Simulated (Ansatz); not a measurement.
System: C₄H₆O, charge 0, singlet. C4H6O (2,5-dihydrofuran, SMILES C1=CCOC1).
B3LYP-D3(BJ)/def2-TZVP minimum from Ansatz (a quantum-chemistry and plane-wave program):
```
C
C 1 1.3246
H 1 1.0805 2 126.72
H 2 1.0805 1 126.72 3 0.00
C 2 1.4984 4 123.38 1 -180.00
H 5 1.0975 2 112.48 4 60.81
H 5 1.0975 6 107.54 2 124.38
O 5 1.4296 6 109.65 7 119.17
C 8 1.4296 5 110.18 6 121.07
H 9 1.0975 8 109.65 5 121.07
H 9 1.0975 10 107.54 8 -119.17
```
Charge 0, spin multiplicity 1.

Atomisation energy term by term, kcal/mol (programs: Ansatz). Radicals and triplets start from unrestricted determinants; spin-orbit coupling is neglected. Correlated methods leave the cores frozen. Rows without X2C or -DK are non-relativistic. CBS(X,Y): correlation extrapolated as X^-3, Hartree-Fock from the larger set. A bracket is a step between two methods taken in the basis named. 'core' is core correlation in cc-pwCVTZ, 'X2C' scalar relativity in cc-pVTZ-DK, both at CCSD(T). For partners of very few electrons the exact lower level stands in for a higher one.

| term | basis | kcal/mol |
|---|---|---|
| Hartree-Fock | cc-pVQZ | 813.15 |
| CCSD correlation | CBS(cc-pVTZ,cc-pVQZ) | 280.68 |
| (T) | CBS(cc-pVTZ,cc-pVQZ) | 20.29 |
| CCSDT(Q) - CCSD(T) | cc-pVDZ | 0.76 |
| core correlation | cc-pwCVTZ | 4.76 |
| scalar relativity | X2C, cc-pVTZ-DK | -0.96 |
| sum: De |  | 1118.7 |
